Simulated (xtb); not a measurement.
xtb input (GFN2-xTB):

```bash
xtb mol.xyz --gfn 2 --sp --chrg 1 --uhf 0
```
mol.xyz:
```
2

Pb    -0.00000000    -0.00000000    -1.11148383
I      0.00000000     0.00000000     1.71965423
```

End of the output:

```
         :::::::::::::::::::::::::::::::::::::::::::::::::::::
         ::                     SUMMARY                     ::
         :::::::::::::::::::::::::::::::::::::::::::::::::::::
         :: total energy              -5.744838381461 Eh    ::
         :: gradient norm              0.047058489280 Eh/a0 ::
         :: HOMO-LUMO gap              2.381272263815 eV    ::
         ::.................................................::
         :: SCC energy                -5.746399259655 Eh    ::
         :: -> isotropic ES            0.151948100668 Eh    ::
         :: -> anisotropic ES          0.002480259908 Eh    ::
         :: -> anisotropic XC          0.002236555632 Eh    ::
         :: -> dispersion             -0.001077741475 Eh    ::
         :: repulsion energy           0.001560878194 Eh    ::
         :: add. restraining           0.000000000000 Eh    ::
         :: total charge               1.000000000000 e     ::
         :::::::::::::::::::::::::::::::::::::::::::::::::::::

           -------------------------------------------------
          |                Property Printout                |
           -------------------------------------------------

    * Orbital Energies and Occupations

         #    Occupation            Energy/Eh            Energy/eV
      -------------------------------------------------------------
         1        2.0000           -1.1083723             -30.1603
         2        2.0000           -0.9279218             -25.2500
         3        2.0000           -0.6392400             -17.3946
         4        2.0000           -0.6127674             -16.6742
         5        2.0000           -0.6127674             -16.6742 (HOMO)
         6                         -0.5252572             -14.2930 (LUMO)
         7                         -0.5252572             -14.2930
         8                         -0.3682292             -10.0200
         9                         -0.1799109              -4.8956
        10                         -0.1799109              -4.8956
        11                         -0.1580695              -4.3013
        12                         -0.1580695              -4.3013
        13                          0.0287682               0.7828
      -------------------------------------------------------------
                  HL-Gap            0.0875101 Eh            2.3813 eV
Note: The following floating-point exceptions are signalling: IEEE_DENORMAL
normal termination of xtb
             Fermi-level           -0.5690123 Eh          -15.4836 eV

     #   Z          covCN         q      C6AA      α(0)
     1  82 Pb       0.912     0.988   510.004    49.970
     2  53 I        0.912     0.012   370.933    33.247

 Mol. C6AA /au·bohr⁶  :       1734.379268
 Mol. C8AA /au·bohr⁸  :     217726.095927
 Mol. α(0) /au        :         83.216976

Wiberg/Mayer (AO) data.
largest (>0.10) Wiberg bond orders for each atom

 ---------------------------------------------------------------------------
     #   Z sym  total        # sym  WBO       # sym  WBO       # sym  WBO
 ---------------------------------------------------------------------------
     1  82 Pb   1.611 --     2 I    1.611
     2  53 I    1.611 --     1 Pb   1.611
 ---------------------------------------------------------------------------

Topologies differ in total number of bonds
Writing topology from bond orders to xtbtopo.mol

molecular dipole:
                 x           y           z       tot (Debye)
 q only:        0.000       0.000      -2.036
   full:       -0.000       0.000      -3.105       7.892
molecular quadrupole (traceless):
                xx          xy          yy          xz          yz          zz
 q only:       -2.243       0.000      -2.243       0.000       0.000       4.486
  q+dip:       -1.974       0.000      -1.974      -0.000       0.000       3.949
   full:       -0.699       0.000      -0.699      -0.000       0.000       1.398

           -------------------------------------------------
          | TOTAL ENERGY               -5.744838381461 Eh   |
          | GRADIENT NORM               0.047058489280 Eh/α |
          | HOMO-LUMO GAP               2.381272263815 eV   |
           -------------------------------------------------

------------------------------------------------------------------------
------------------------------------------------------------------------
 total:
 SCF:
```

This state (charge 1, singlet) is run at the relaxed geometry of the species with charge 0 and multiplicity 2.
